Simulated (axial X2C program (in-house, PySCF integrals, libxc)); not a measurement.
**BrF⁺: from the spin-free to the two-component result**

Calculated with an in-house all-electron X2C program for linear molecules (integrals from PySCF). Spin-free means the one-electron spin-free X2C Hamiltonian; two-component (2c) means X2C with spin–orbit coupling and atomic mean-field two-electron Coulomb and Gaunt terms, so the difference of the two also holds small scalar two-electron terms. Basis: Br dyall-cv3z [8s9p6d4f1g], F dyall-av3z [7s6p3d2f] (cores contracted in-house); Gaussian nuclei, density fitting, unrestricted open shells. Masses: Br 78.918 u, F 18.998 u.

Spin-free state: M_S = 1/2, Λ = 1 (beyond evenly filled blocks: π+α, π+β, π-α); fragments Br+ + F.

```json
{"level": "PBE0", "Re (Å)": "1.671", "ωe (cm⁻¹)": "816.1", "De (eV)": "2.697", "μ (D)": "-1.42"}
{"level": "BP86", "Re (Å)": "1.708", "ωe (cm⁻¹)": "747.1", "De (eV)": "3.344", "μ (D)": "-1.24"}
```

Dipoles are positive if F is the positive end and refer to the centre of mass.

Question: Within this multiplet, which Ω should lie lowest by the rule for regular and inverted multiplets?

Answer: The open π shell holds three electrons, one hole, so the multiplet is inverted: Ω = Λ + 1/2 = 3/2. The PBE0 2c search agrees.

Two-component determinant lowest at the distance of the search:

Ω = 3/2 (⟨Sz⟩ = 0.50, ⟨Lz⟩ = 1.00 at PBE0); fragments Br+ + F.

```json
{"level": "PBE0", "Re (Å)": "1.673", "ωe (cm⁻¹)": "811.6", "De (eV)": "2.738", "μ (D)": "-1.47"}
{"level": "BP86", "Re (Å)": "1.709", "ωe (cm⁻¹)": "743.0", "De (eV)": "3.368", "μ (D)": "-1.30"}
```

Question: From the two tables, how do the constants change at the PBE0 level (2c against spin-free)?

Answer: At the PBE0 level Re increases by 0.002 Å and ωe falls by 4.5 cm⁻¹; De is not compared, since the atomic limits differ or miss part of their spin–orbit lowering.

One determinant describes the state; a PBE0 search over occupations chose it and may have missed a lower one. De is counted from the lowest determinant-based energies of the atoms at the same level, without counterpoise correction. Density functionals use the spin component along the axis (collinear). The 2c atoms are single determinants rather than J levels; their spin–orbit lowering is only partly caught, and De is too large by that part. This holds for PBE0, BP86. The functionals have no current-density term, which raises determinants with orbital currents, atoms included.
